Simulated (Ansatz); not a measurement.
Al(Me)(Et)(OH) (C3H9AlO), SMILES [OH][Al]([CH2]C)[CH3]. Atoms are numbered in the order given.

```xyz
14

Al     0.3981     0.3089     0.3097
C      1.6778     0.3064     1.7786
H      2.6081    -0.2270     1.5158
H      1.2743    -0.2071     2.6693
H      1.9533     1.3290     2.0830
C     -0.2800    -1.3148    -0.5689
C     -1.2945    -1.1071    -1.7006
H     -0.7109    -1.9705     0.2141
H      0.5925    -1.8891    -0.9400
H     -0.8750    -0.4996    -2.5208
H     -2.1998    -0.5833    -1.3486
H     -1.6320    -2.0572    -2.1498
O     -0.1444     1.8499    -0.2118
H     -0.7754     2.0019    -0.9206
```

The structure is a stationary point at r2SCAN-D4/def2-SVP. The structure was generated by enumeration; whether it is a known compound was not checked. The values are those of a single conformer.

Two levels are set side by side: PBE-D3(BJ)/def2-SVP (Ansatz, a first-principles code) and r2SCAN-D4/def2-SVP (Ansatz). Each level has its own optimised geometry; the coordinates shown are those of the second. Differences are taken from unrounded values.

```csv
quantity,r2SCAN-D4,PBE-D3(BJ),PBE-D3(BJ) minus r2SCAN-D4
mean bond length (Å),1.305,1.313,0.008
bond Al1–C2 (Å),1.948,1.959,0.011
bond Al1–C6 (Å),1.967,1.978,0.012
bond Al1–O13 (Å),1.715,1.731,0.016
bond C6–C7 (Å),1.534,1.537,0.003
bond C2–H3 (Å),1.104,1.111,0.007
bond C2–H4 (Å),1.104,1.111,0.007
bond C2–H5 (Å),1.102,1.109,0.007
bond C6–H8 (Å),1.108,1.115,0.006
bond C6–H9 (Å),1.109,1.115,0.006
bond C7–H10 (Å),1.104,1.111,0.007
bond C7–H11 (Å),1.104,1.111,0.007
bond C7–H12 (Å),1.104,1.111,0.008
bond O13–H14 (Å),0.961,0.970,0.009
```

On these quantities the two levels nearly agree.
